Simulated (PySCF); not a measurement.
Ligands exchanged one at a time, Sn H-F. All species are isolated molecules in the gas phase. Strings in code marks are SMILES.

These are PBE0-D4/def2-TZVP run with PySCF 2.14.0 values and carry that method's errors. All candidates: neutral, multiplicity 1. 

- HOMO–LUMO gap = 8.81 eV
- dipole moment = 0.00 D
- HOMO = -12.43 eV

**Question.** Identify which member has these values.
A) `[SnH4]`
B) `[F][SnH3]`
C) `[F][Sn]([F])([F])[F]`

**Answer.** C, `[F][Sn]([F])([F])[F]`. The others give `[F][SnH3]`: 8.56 eV, 2.73 D, -9.38 eV; `[SnH4]`: 9.85 eV, 0.00 D, -9.16 eV
